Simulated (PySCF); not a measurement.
This PySCF input asks for the NMR shieldings of `N#C[C@@H]1S[C@H]1CS[SiH3]`, C$_{4}$H$_{7}$NS$_{2}$Si; the geometry comes from GFN2-xTB.

```python
import basis_set_exchange as bse
import numpy as np
from pyscf import gto, dft
from pyscf.prop import nmr

atoms = """
N    -3.979080   -1.407336   -1.048283
C    -3.049960   -1.230370   -0.405233
C    -1.904083   -0.996725    0.402098
S    -2.165201   -0.038715    1.928419
C    -1.276289    0.356821    0.408362
C     0.214987    0.466424    0.485215
S     0.917101    0.129664   -1.181085
Si    2.994013    0.513811   -0.782513
H    -1.256333   -1.861168    0.516914
H    -1.753525    1.115352   -0.204706
H     0.512297    1.470822    0.786983
H     0.621932   -0.263522    1.185725
H     3.411562   -0.413579    0.263603
H     3.619817    0.275956   -2.066942
H     3.088348    1.890555   -0.310470
"""
names = dict.fromkeys(["N", "C", "S", "Si", "H"], "pcSseg-1")
basis = {el: gto.basis.parse(bse.get_basis(n, elements=[el], fmt="nwchem")) for el, n in names.items()}
mol = gto.M(atom=atoms, basis=basis, charge=0, verbose=0)
mf = dft.RKS(mol, xc="PBE0")
mf.grids.level = 2
mf.grids.alignment = dft.numint.BLKSIZE   # the property module wants whole blocks of grid points
mf.conv_tol = 1e-9
mf.kernel()

calc = nmr.RKS(mf)   # GIAO
C = mf.mo_coeff
Co = C[:, mf.mo_occ > 0]
resp = mf.gen_response(singlet=True, hermi=2)
def vind(x):   # induced exchange potential for any number of trial vectors
    d = np.einsum("pi,xij,qj->xpq", C, 2 * x.reshape(-1, C.shape[1], Co.shape[1]), Co, optimize=True)
    return np.einsum("xpq,pi,qj->xij", resp(d - d.transpose(0, 2, 1)), C, Co, optimize=True).ravel()
mo1, _ = nmr.rhf.solve_mo1(calc, with_cphf=vind)
sigma = calc.kernel(mo1)
for i, s in enumerate(sigma):   # ppm
    w = np.linalg.eigvalsh((s + s.T) / 2)
    print("%2d %-2s iso %8.1f  s11 %8.1f  s22 %8.1f  s33 %8.1f" % (i, mol.atom_pure_symbol(i), w.mean(), *w))
```

Question: What are the results?

Answer: 
```
 0 N  iso    -36.3  s11   -204.5  s22   -197.6  s33    293.2
 1 C  iso     64.1  s11    -55.2  s22    -48.7  s33    296.1
 2 C  iso    163.7  s11    137.3  s22    161.6  s33    192.3
 3 S  iso    567.0  s11     80.4  s22    613.9  s33   1006.9
 4 C  iso    142.0  s11    102.1  s22    150.6  s33    173.3
 5 C  iso    145.2  s11    119.3  s22    147.1  s33    169.3
 6 S  iso    674.6  s11    543.4  s22    562.0  s33    918.6
 7 Si iso    402.1  s11    358.9  s22    392.8  s33    454.4
 8 H  iso     29.0  s11     23.3  s22     26.8  s33     36.8
 9 H  iso     28.4  s11     21.8  s22     28.1  s33     35.3
10 H  iso     28.5  s11     21.8  s22     29.6  s33     34.0
11 H  iso     29.8  s11     23.4  s22     32.1  s33     33.9
12 H  iso     27.1  s11     22.9  s22     25.6  s33     32.9
13 H  iso     27.1  s11     23.4  s22     24.6  s33     33.4
14 H  iso     27.1  s11     22.8  s22     25.4  s33     33.0
```

These numbers come from an equivalent density-fitted implementation of the same equations, which agrees with the script to about 0.01 ppm for H and up to a few tenths of a ppm for heavy atoms, so last digits may differ.

Question: Turn these shieldings into chemical shifts. Scale: ¹⁵N (σ = 267.73 ppm) vs NH3; ¹³C (σ = 186.93 ppm) and ²⁹Si (σ = 349.16 ppm) and ¹H (σ = 31.72 ppm) vs TMS; ³³S (σ = 503.73 ppm) vs CS2 (reference shieldings calculated alike).

Answer: Averaging equivalent atoms: N 0: 304.0; C 1: 122.8; C 4: 44.9; C 5: 41.7; C 2: 23.2; S 3: -63; S 6: -171; Si 7: -52.9; H 12/13/14: 4.59; H 9: 3.33; H 10: 3.24; H 8: 2.73; H 11: 1.93 ppm. Experimental scales use liquid or dissolved standards, which lie at an offset from isolated NH3 (liquid NH3: subtract about 20 ppm). Unscaled 15N shifts of sp2 nitrogen come out 20 to 40 ppm too high even then.

Size and cost of the density-fitted run: 192 basis functions, 2.2 min wall time (100 s CPU) on 1 thread of an Intel Xeon, shared host; peak memory 0.9 GiB.
